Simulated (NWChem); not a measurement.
Molecule: Si₂NH₇O; SMILES [SiH2]([SiH2]N)O

```xyz
11

N     -0.4404     2.4277     0.0153
Si     0.5907     1.0144    -0.0210
Si    -0.5592    -1.0503    -0.0054
O      0.4379    -2.4024    -0.0393
H     -0.9834     2.6406    -0.8143
H     -0.9996     2.5959     0.8445
H      1.4901     1.0883     1.1686
H      1.4300     1.1183    -1.2480
H     -1.4090    -1.1763    -1.2205
H     -1.4819    -1.0751     1.1764
H      1.0917    -2.4631     0.6709
```
Atoms are numbered in this order, from 1.

Computed with NWChem. Pople sets run with spherical d functions. The geometry was optimised at B3LYP/6-31G* (spherical d). Ions are spin-unrestricted doublets at the neutral geometry; other ion states weren't tried.

```tsv
level	basis functions	vertical ionisation energy, ΔSCF (eV)	−ε(HOMO) (eV)	ΔSCF minus −ε(HOMO) (eV)
B3LYP/STO-3G	35	5.60	2.87	2.73
B3LYP/3-21G	58	8.31	5.99	2.32
B3LYP/6-31G*	78	8.62	6.38	2.24
B3LYP/6-31+G*	94	8.84	6.70	2.14
B3LYP/6-311G**	130	___	___	___
B3LYP/6-311++G**	153	8.89	6.77	2.12
```

Problem. What belongs in the gaps?

Solution. 
- B3LYP/6-311G**, vertical ionisation energy, ΔSCF (eV): 8.79
- B3LYP/6-311G**, −ε(HOMO) (eV): 6.61
- B3LYP/6-311G**, ΔSCF minus −ε(HOMO) (eV): 2.18
